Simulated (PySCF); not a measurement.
**Calculated properties of `C1O[C@@H](C=O)C=1C`**

Compound: C₅H₆O₂.
Cartesian coordinates in Å at the GFN2-xTB level; atoms count from 1:
```
atom  x, y, z in Å
C1    -1.6514   -0.5597    0.0861
C2    -0.4962    0.3327   -0.1257
C3    -0.1492    1.6155    0.0140
O4     1.1618    1.4961   -0.4205
C5     0.9350    0.0838   -0.5950
C6     1.6787   -0.7666    0.3843
O7     1.7769   -1.9584    0.3132
H8    -1.9956   -0.9715   -0.8629
H9    -1.3729   -1.3944    0.7290
H10   -2.4659   -0.0065    0.5475
H11   -0.5782    2.5521    0.3096
H12    1.0651   -0.2376   -1.6280
H13    2.0875   -0.1852    1.2307
```

Among its groups: aldehyde, C=C double bond and ether.

From GFN2-xTB geometry:

```
Point group of the GFN2-xTB geometry                  : C1
Rotational constants A, B, C of the GFN2-xTB geometry : 3.947, 2.552, 1.675 GHz
```

**B3LYP/def2-SVPD ground state and vertical TDDFT (core frozen in the response) (PySCF)**

```
Dipole moment                                                     : 2.71 D
HOMO energy                                                       : -6.67 eV
LUMO energy                                                       : -1.51 eV
HOMO–LUMO gap                                                     : 5.16 eV
Lowest singlet excitation                                         : 4.15 eV (299 nm, f = 0.018)
Strongest line among the 8 lowest singlet transitions             : S3 at 6.17 eV (201 nm, f = 0.104)
Lowest triplet excitation (Tamm–Dancoff)                          : 3.58 eV
Static isotropic polarisability                                   : 64.7 au
Electronic spatial extent ⟨r²⟩ about the centre of nuclear charge : 722 bohr²
```

**PBE0/pcSseg-1 ground state and GIAO shieldings, non-relativistic (PySCF)**

```
Lowest Hirshfeld atomic charge                              : -0.22 e on O7
Highest Hirshfeld atomic charge                             : +0.13 e on C6
13C chemical shifts (computed TMS as zero) by class         : 204.2 (C6), 162.7 (C3), 126.5 (C2), 94.3 (C5), 11.9 (C1) ppm
1H chemical shifts (computed TMS as zero) by class          : 9.77 (H13), 7.06 (H11), 5.13 (H12), 1.85 (H8/H9/H10) ppm
Isotropic shieldings of nuclei other than C and H, by class : -346 (O7), 174 (O4) ppm
Mayer bond orders between heavy atoms                       : C1–C2 1.06, C2–C3 1.74, C3–O4 0.98, O4–C5 0.88, C5–C6 0.93, C6–O7 2.01, C5–C2 1.05
```

**B3LYP/pcJ-1 indirect spin-spin coupling, non-relativistic, gas phase; spin–dipole term left out (PySCF)**

```
Largest of the computed one-bond spin–spin couplings (means over like bonds) : 13C–1H +206.8 (C3–H11), 13C–1H +182.1 (C6–H13), 13C–1H +168.7 (C5–H12), 13C–1H +134.8 (C1–H8 and 2 like it), 13C–13C +73.4 (C2–C3), 13C–13C +53.1 (C1–C2), 13C–13C +48.0 (C5–C6), 17O–13C +32.8 (O7–C6) Hz
```

Monoisotopic mass from the formula: 98.0368 u.

S1 lies 1.01 eV below the HOMO–LUMO gap; its leading configuration is HOMO→LUMO, weight 0.55, beside HOMO−1→LUMO, weight 0.43. The rotational constants make it an asymmetric top with κ = (2B − A − C)/(A − C) = -0.23, nearer the prolate limit (−1). The polarisability is 9.59 Å³ as a volume (1 au = 0.148185 Å³), or 1.24 au for each of the 52 electrons. The largest Löwdin shares of the HOMO are 0.30 on C2, 0.28 on O4, 0.22 on C3 and 0.07 on C1.

One conformer (not necessarily the lowest) at the GFN2-xTB geometry, without solvent or vibrations. NMR classes are plain means over equivalent atoms (diastereotopic ones count apart unless rotation or inversion swaps them), as if these changed places fast; in this geometry the members of some classes differ.
